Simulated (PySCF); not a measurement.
Ligands exchanged one at a time, C F-SH. Isolated molecules, 0 K electronic values unless said otherwise. One relaxed conformer stands for each flexible species; it need not be the lowest. Strings in code marks are SMILES.

The T1 excitation (TDA) from two functionals at the same geometries (CAM-B3LYP-D3(BJ)/def2-TZVP), both in PySCF: PBE-D3(BJ)/def2-TZVP and CAM-B3LYP-D3(BJ)/def2-TZVP. Excitations are Tamm–Dancoff values on a coarser integration grid. The basis has no diffuse functions, so Rydberg states are missing or too high.

```tsv
species	PBE-D3(BJ)/def2-TZVP (eV)	CAM-B3LYP-D3(BJ)/def2-TZVP (eV)
1 of 4 F replaced by SH (`SC(F)(F)F`)	5.07	5.13
2 of 4 F replaced by SH (`FC(F)(S)S` (S–C–S–H torsion -65°, S–C–S–H torsion 65°))	3.96	4.43
3 of 4 F replaced by SH (`FC(S)(S)S`)	3.90	4.43
```

Over these rows, drawn at random from the members with no instability flagged (it was tested for open shells, ions and some series alone), PBE minus CAM-B3LYP-D3(BJ): mean -0.35 eV, from -0.53 eV to -0.06 eV.
